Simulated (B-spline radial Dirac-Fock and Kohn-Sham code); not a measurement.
# Rh 4p1/2: cross section and angular parameters

System: atomic rhodium in the configuration [Kr] 4d8 5s1; threshold 58.12 eV (orbital energy of the model). Model: Dirac-Hartree-Slater photoionisation with a Latter tail; cross sections with all multipoles, angular parameters from the dipole term and its interference with E2. Program: a B-spline atomic structure program.

Input of the calculation (task.json; shells as n, l, electrons):

```json
{"items": [{
  "Z": 45,
  "q": 0,
  "cfg": [[1, 0, 2], [2, 0, 2], [2, 1, 6], [3, 0, 2], [3, 1, 6], [3, 2, 10], [4, 0, 2], [4, 1, 6], [4, 2, 8], [5, 0, 1]],
  "A": 103,
  "rrms": 4.4945,
  "do": "xps",
  "hv": [56.4, 100, 130.0, 200, 216.0, 242.0, 284.0, 299.0, 300, 308.0, 370.0, 400, 511.0, 544.0, 600, 652.0, 800, 862.0, 1050.0, 1260.0, 2240.0, 2360.0, 3850.0, 3880.0, 4980.0, 6000, 8047.8, 11600.0, 14000.0],
  "edges": {"K": 23220.0, "L1": 3412.0, "L2": 3146.0, "L3": 3004.0, "M1": 628.1, "M2": 521.3, "M3": 496.5, "M4": 311.9, "M5": 307.2, "N1": 81.4}
}]}
```

Run with: `python xray2_run.py task.json out`

For linearly polarised light dσ/dΩ = σ/(4π) [1 + β P₂(cos θ) + (δ + γ cos²θ) sin θ cos φ], with θ from the polarisation vector and φ the angle between the beam and the projection of the electron momentum on the plane normal to the polarisation.

```tsv
hν (eV)	σ (kb)	β	γ	δ
100	178	0.345	0.522	-0.075
130	119	-0.143	0.069	-0.013
200	103	0.703	0.045	0.033
216	99.3	0.836	0.094	0.031
242	93.7	1.004	0.153	0.026
284	84.4	1.194	0.205	0.018
299	81.1	1.245	0.213	0.016
300	80.9	1.248	0.214	0.016
308	79.2	1.273	0.217	0.015
370	66.6	1.412	0.211	0.009
400	61.4	1.458	0.197	0.006
511	45.8	1.569	0.132	0.002
544	42.1	1.589	0.112	0.001
600	36.8	1.616	0.082	0.000
652	?	?	?	?
800	23.9	1.667	0.007	-0.001
862	21.2	1.674	-0.006	-0.001
1050	15.3	1.684	-0.023	-0.001
1260	11.0	1.682	-0.014	0.000
2240	3.56	1.621	0.177	0.004
2360	3.18	1.612	0.206	0.005
3850	1.05	1.507	0.553	0.017
3880	1.03	1.505	0.559	0.017
4980	0.555	1.436	0.777	0.029
6000	0.343	1.378	0.952	0.042
8047.8	0.156	1.278	1.236	0.068
11600	0.0554	1.141	1.592	0.116
14000	0.0318	1.066	1.774	0.148
```

Question: Give the values at 652 eV.

Answer: σ = 32.7 kb, β = 1.635, γ = 0.057, δ = 0.000.
